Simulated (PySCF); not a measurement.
C3H8N2Si, SMILES C[Si@]1(N)C=NC1. Atoms are numbered in the order given.

```xyz
14

C      1.9278    -0.6831     0.1244
Si     0.2993     0.2371     0.0419
N      0.6619     1.9179     0.0964
C     -1.1108    -0.5892     1.0040
N     -1.7371    -1.0132    -0.0374
C     -1.0041    -0.4262    -1.1859
H      1.7585    -1.7677     0.0540
H      2.5896    -0.3812    -0.7026
H      2.4510    -0.4832     1.0731
H     -0.0550     2.6324     0.1091
H      1.5506     2.2654     0.4345
H     -1.4674    -0.8548     2.0112
H     -0.7339    -1.1897    -1.9346
H     -1.6358     0.3176    -1.6994
```
Charge 0, spin multiplicity 1.

Geometry: PBE0-D3(BJ)/def2-SVP. The structure was generated by enumeration; whether it is a known compound was not checked. The values are those of a single conformer.

Two levels are set side by side: PBE/pcSseg-1 (PySCF) and HF/pcSseg-1 (PySCF). GIAO shifts against NH3 (¹⁵N), TMS (²⁹Si), TMS (¹H), TMS (¹³C) at the same level; non-relativistic, no solvent, atoms listed together averaged. Differences are taken from unrounded values.

```
quantity                    HF
-----------------------  -----
δ(¹³C) of C1 (ppm)        -1.2
δ(²⁹Si) of Si2 (ppm)       1.6
δ(¹⁵N) of N3 (ppm)        24.0
δ(¹³C) of C4 (ppm)       211.2
δ(¹⁵N) of N5 (ppm)       536.7
δ(¹³C) of C6 (ppm)        58.5
δ(¹H) of H10, H11 (ppm)   1.40
δ(¹H) of H12 (ppm)        9.47
```

**Question.** What does PBE give, and how far is it from HF? (The exact figures need the calculation; the answer reports its results.)

**Answer.** 
```tsv
quantity	PBE	PBE minus HF
δ(¹³C) of C1 (ppm)	-1.4	-0.2
δ(²⁹Si) of Si2 (ppm)	1.0	-0.6
δ(¹⁵N) of N3 (ppm)	42.7	18.7
δ(¹³C) of C4 (ppm)	204.1	-7.1
δ(¹⁵N) of N5 (ppm)	497.6	-39.1
δ(¹³C) of C6 (ppm)	67.1	8.5
δ(¹H) of H10, H11 (ppm)	1.38	-0.01
δ(¹H) of H12 (ppm)	8.96	-0.50
```

Rough cost on one machine, each run with all the roots and properties that it gave: HF against PBE within a factor of 2.
